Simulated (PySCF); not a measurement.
Al(Me)2(OH) cation (C₂H₇AlO), SMILES [CH3][Al]([CH3])[OH] (connectivity only; charge and spin as stated), charge +1, multiplicity 2. Atoms are numbered in the order given.

```xyz
11

Al     0.0863    -0.1652     0.1799
C     -1.5602    -1.1302    -0.1740
H     -1.5947    -1.4615    -1.2225
H     -2.4338    -0.4998     0.0491
H     -1.5340    -2.0018     0.5025
C     -0.0166     1.5402    -1.1598
H      0.9222     1.3016    -1.6839
H      0.0381     2.2923    -0.3571
H     -0.9431     1.4938    -1.7420
O      1.4562    -0.1539     1.0631
H      2.2352    -0.2057     1.6133
```
Charge +1, spin multiplicity 2.

Geometry: ωB97X-D3(BJ)/def2-SVP. The spin state was assumed, not searched. The isomer is the one that the SMILES or the coordinates give; other isomers of the formula were not compared. Other conformers were not sampled.

Computed with IEF-PCM-M06-2X/def2-SVP run with PySCF.

The values are the electrostatic part of the solvation free energy, E(continuum) − E(gas) at the gas-phase geometry, in a cavity of scaled van der Waals radii (PySCF's table); cavitation and dispersion terms are not included. A continuum can't describe solvent molecules that bind to the metal.

```
solvent         ε  ΔG(elec) (kcal/mol)
----------  -----  -------------------
water       78.36                -60.6
2-propanol  19.26                    ?
n-hexane     1.88                -28.1
```

Task: What belongs in the gaps? (Estimate from the structure and the level; the computed values follow.)

Result: 
- 2-propanol, ΔG(elec) (kcal/mol): -58.1
